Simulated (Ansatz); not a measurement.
`CC(C)/C(O)=C/C(=O)C(C)(C)C` and `CC(=O)/C=C(\O)C(C)C` differ in one atom or group.

Ansatz, PBE0-D4/def2-TZVP geometries, multiplicity 1. Each molecule was computed in one conformer, which needn't be the lowest.

```tsv
property	`CC(C)/C(O)=C/C(=O)C(C)(C)C`
size of the dipole moment (B3LYP/def2-TZVPP) / D	2.89
HOMO energy (PBE0/def2-TZVPP) / eV	-6.91
HOMO–LUMO gap (PBE0/def2-TZVPP) / eV	5.76
HOMO energy (ωB97M-V/def2-TZVPP) / eV	-9.07
size of the dipole moment (PBE/def2-TZVPP) / D	2.69
LUMO energy (PBE0/def2-TZVPP) / eV	-1.14
```

Task: Give the same properties after the change, and the shifts. (Best estimate.)

Result: Computed: 
```tsv
property	`CC(=O)/C=C(\O)C(C)C`	shift
size of the dipole moment (B3LYP/def2-TZVPP) / D	2.93	0.04
HOMO energy (PBE0/def2-TZVPP) / eV	-6.99	-0.08
HOMO–LUMO gap (PBE0/def2-TZVPP) / eV	5.73	-0.03
HOMO energy (ωB97M-V/def2-TZVPP) / eV	-9.13	-0.06
size of the dipole moment (PBE/def2-TZVPP) / D	2.73	0.04
LUMO energy (PBE0/def2-TZVPP) / eV	-1.26	-0.12
```

Dipoles are sizes alone; their direction can turn.

B3LYP here is the variant with VWN-RPA as its local correlation; programs differ in this.
